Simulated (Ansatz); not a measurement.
`CSB(C)F`, charge 0, multiplicity 1.

Give a relaxed structure at PBE0-D4/def2-TZVP (the Gaussian-basis code of Ansatz). (An estimate is asked.)

The calculation gave: 
Z-matrix (Å, degrees):
```
C
S 1 1.808
H 1 1.089 2 111.2
H 1 1.089 2 106.6 3 -118.5
H 1 1.089 2 111.1 3 123.1
B 2 1.799 1 103.9 3 -59.8
F 6 1.336 2 114.1 1 179.6
C 6 1.560 2 127.5 1 0.4
H 8 1.089 6 115.1 2 -11.2
H 8 1.094 6 109.7 2 -134.3
H 8 1.096 6 108.8 2 109.9
```
This is one stationary point; other conformers may exist.
